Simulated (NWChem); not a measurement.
Molecule: C3H4O2; SMILES O=C1COC1

```xyz
9

O      0.0000     0.0000     1.8667
C      0.0000     0.0000     0.6638
C      0.0000     1.0535    -0.4536
O      0.0000     0.0000    -1.4384
C      0.0000    -1.0535    -0.4536
H      0.9065     1.7022    -0.4916
H     -0.9065     1.7022    -0.4916
H      0.9065    -1.7022    -0.4916
H     -0.9065    -1.7022    -0.4916
```
Atoms are numbered in this order, from 1.

All runs: NWChem. Pople sets run with spherical d functions. The geometry was optimised at PBE-D3(BJ)/def2-SVP.

For level TPSSh/6-31G*:

| Item | Value |
|---|---|
| highest occupied level (eV) | -6.68 |
| orbital gap (eV) | 5.25 |

Q: What are these values for level PW6B95/6-31G*?

A: The highest occupied level (eV) is -7.67 and the orbital gap (eV) is 6.88.
